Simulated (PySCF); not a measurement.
CH6O2Si2, SMILES O[Si@H]1OC[SiH2]1.

Geometry: PBE-D3(BJ)/def2-SVP. The structure was generated by enumeration; whether it is a known compound was not checked. The values are those of a single conformer.

All values below come from PBE-D3(BJ)/def2-SVP (PySCF).

Frequencies are harmonic and unscaled.

| mode | ν (cm⁻¹) | IR (km/mol) | moving atoms (share of kinetic energy) |
|---|---|---|---|
| 1 | 77 | 1.9 | O 41 %, H 33 %, C 24 % |
| 2 | 142 | 7.2 | O 36 %, H 35 %, Si 28 % |
| 3 | 241 | 25.1 | O 42 %, H 35 %, Si 20 % |
| 4 | 339 | 63.2 | H 54 %, O 26 %, Si 21 % |
| 5 | 386 | 52.9 | H 47 %, O 26 %, Si 20 % |
| 6 | 423 | 2.1 | Si 69 %, H 12 %, O 11 %, C 8 % |
| 7 | 431 | 12.8 | H 56 %, Si 31 %, O 9 % |
| 8 | 520 | 7.5 | H 88 %, Si 8 % |
| 9 | 615 | 21.2 | H 56 %, C 31 %, Si 12 % |
| 10 | 675 | 73.9 | H 49 %, C 27 %, Si 20 % |
| 11 | 696 | 25.8 | H 53 %, O 35 %, Si 9 % |
| 12 | 776 | 54.5 | H 82 %, O 14 % |
| 13 | 779 | 126.2 | H 40 %, O 30 %, Si 28 % |
| 14 | 802 | 9.6 | H 73 %, C 21 % |
| 15 | 877 | 306.4 | H 68 %, Si 18 %, O 14 % |
| 16 | 893 | 16.2 | H 67 %, O 20 %, Si 13 % |
| 17 | 906 | 91.8 | H 56 %, Si 26 %, O 17 % |
| 18 | 979 | 103.8 | C 48 %, O 47 % |
| 19 | 1161 | 0.1 | H 91 % |
| 20 | 1203 | 5.7 | H 75 %, C 18 % |
| 21 | 1412 | 0.8 | H 94 % |
| 22 | 2137 | 93.6 | H 98 % |
| 23 | 2155 | 82.1 | H 96 % |
| 24 | 2189 | 152.8 | H 97 % |
| 25 | 2958 | 41.4 | H 95 % |
| 26 | 3011 | 16.1 | H 90 %, C 10 % |
| 27 | 3755 | 74.7 | H 94 % |
